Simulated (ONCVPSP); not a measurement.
# What one change does to a pseudopotential (strontium, ONCV)

ONCVPSP 4.0.1 input, shortened (lines: element, Z, core and valence counts, functional; n l f; lmax; l rc ep ncon nbas qcut; lloc lpopt rc5 dvloc0; l nproj debl; icmod fcfact rcfact), revPBE, scalar-relativistic:

```
  Sr 38.00    6    4  -102130      upf
    1    0    2.00
    2    0    2.00
    2    1    6.00
    3    0    2.00
    3    1    6.00
    3    2   10.00
    4    0    2.00
    4    1    6.00
    4    2    0.50
    5    0    1.50
    3
    0    2.45    0.00    3    7    5.70
    1    2.35    0.00    5    8    6.50
    2    3.65    0.00    4    9    3.50
    3    3.70    0.33    3    6    2.70
    4    5    1.80    0.00
    0    2    1.80
    1    2    3.60
    2    2    1.60
    3    2    1.60
    3    2.25    1.10
```

All-electron outer shells of the reference configuration (revPBE, scalar-relativistic, ld1.x):

```csv
shell,level (eV),outermost node (bohr),outermost maximum (bohr)
3d,-127.41,–,0.38
4s,-40.34,0.59,1.19
4p,-22.32,0.61,1.33
5s,-3.33,1.66,3.81
4d,-1.01,0.65,2.14
```

Change: local potential polynomial inside 1.80 bohr (lpopt 5, dvloc0 7.5 Ha).

Cutoffs: the cutoffs (Ha) at which the residual kinetic energy of the hardest occupied pseudo-wave falls to 1 and 0.1 mHa per electron; they do not see the model core or the augmentation charge, which bear on the density cutoff. Errors are all-electron minus pseudo energies relative to the spin-unpolarised reference configuration.

Question: What does the change do?

Answer: The potential gets neither clearly harder nor softer (8.6 Ha and 15 Ha → 8.6 Ha and 15 Ha); the bound ghost in f disappears; the errors of the 3 common tests hardly move. In the separable form a ghost depends on how the local part lies against the semilocal potential of the channel, so the choice of the local part can create or remove one.

```tsv
quantity	base	changed
cutoff, loose	8.6 Ha	8.6 Ha
cutoff, tight	15 Ha	15 Ha
bound ghosts	f	none
GHOST(+) flags under 300 eV	none	none
tests with a reliable result	3 of 4	3 of 4
error for 4s2 4p6 4d0 5s2, meV [ΔE -1.14 eV]	+6.8	+6.8
error for 4s2 4p6 4d0 5s1, meV [ΔE 4.68 eV]	+11	+11
error for 4s2 4p6 4d0 5s1 5p1, meV [ΔE 1.11 eV]	+12	+12
s: phases at 2.49 bohr within 0.05 rad from the reference energy up to (Ha; the scan ends near 5)	3.1	3.8
p: phases at 2.39 bohr within 0.05 rad from the reference energy up to (Ha; the scan ends near 5)	to the end of the scan	to the end of the scan
d: phases at 3.71 bohr within 0.05 rad from the reference energy up to (Ha; the scan ends near 5)	0.4	0.4
f: phases at 3.76 bohr within 0.05 rad from the reference energy up to (Ha; the scan ends near 5)	1.1	1.3
rms error of d²Exc/dni dnj with the model core, mHa	0.81	0.81
```

 A true bound ghost makes a file unfit for plane-wave use even where its test errors are small: the radial tests pick states by their node count and pass the ghost by.
